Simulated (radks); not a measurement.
Spin polarisation of the 4d6 shell in the rhodium ion Rh3+. Start: [Kr] 4d(up 3, down 3); electrons of 4d are moved from spin down to spin up, other shells keep equal spins. Calculated with a radial shooting solver on a logarithmic mesh with Libxc functionals: scalar-relativistic Kohn-Sham, PBE, spin-polarised, spherical densities, finite nucleus; Fermi nuclear charge, rms radius of each element as measured or else 0.836 A^(1/3) + 0.57 fm.

moment (Bohr magnetons),E - E(0) (eV),e(4d up) (eV),e(4d down) (eV),4p down minus up (eV),4s down minus up (eV)
0,0.000,-39.511,-39.511,0.000,0.000
1,-0.201,-39.895,-39.090,0.809,0.771
2,-0.806,-40.243,-38.628,1.623,1.546
3,-1.818,-40.556,-38.122,2.445,2.327
4,-3.242,-40.836,-37.569,3.279,3.118

At moment 4 the spin-polarisation energy is -3.242 eV and the 4d exchange splitting 3.266 eV, that is 0.817 eV per Bohr magneton; E = -I m^2/4 would give I = 0.810 eV.
